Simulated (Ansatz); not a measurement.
Consider the cleavage of the Al–Si bond: `O[SiH2][AlH2]` + `[SiH3]N[SiH3]` → `[AlH2][N]([SiH3])[SiH3]` + `O[SiH3]`.

Program: Ansatz. Geometries: PBE0-D4/def2-TZVP. ΔE: electronic, gas phase. CCSD(T)/CBS adds triple-zeta CCSD(T) − MP2 to the extrapolated MP2 energy (def2 sets, frozen cores). This one scheme is used for every species. DFT in def2-TZVPP. B3LYP here is the variant with VWN-RPA as its local correlation; programs differ in this. Each species was taken in one conformer, which may not be the lowest.

**Question.** Is it downhill or uphill in electronic energy at CCSD(T)/CBS, and by how much? (Estimate.)

**Answer.** Computed: Downhill: ΔE = -28.4 kcal/mol.

**Question.** What do these levels give: PBE-D4, BLYP-D4, B97M-V, r2SCAN0-D4, PBE-QIDH, revPBE, r2SCAN, B3LYP, r2SCAN0, LC-ωPBE, HF/def2-QZVPP, CCSD/CBS(def2)? (An estimate is asked.)

**Answer.** Ansatz gave: PBE-D4 -24.0, BLYP-D4 -27.2, B97M-V -27.1, r2SCAN0-D4 -27.7, PBE-QIDH -27.4, revPBE -21.7, r2SCAN -27.4, B3LYP -25.6, r2SCAN0 -27.4, LC-ωPBE -25.3, HF/def2-QZVPP -27.6, CCSD/CBS(def2) -27.9 kcal/mol.

Largest T1 diagnostic among the species: 0.012.

At CCSD(T), def2-SVP lies −1.7 kcal/mol from the extrapolated value and def2-TZVPP −0.3 kcal/mol. The D4 term adds −1.9 kcal/mol with B3LYP and −1.0 kcal/mol with PBE0; it sums over pairs of atoms, weighted by their polarisabilities, and B3LYP, whose exchange is more repulsive, gets the larger term.
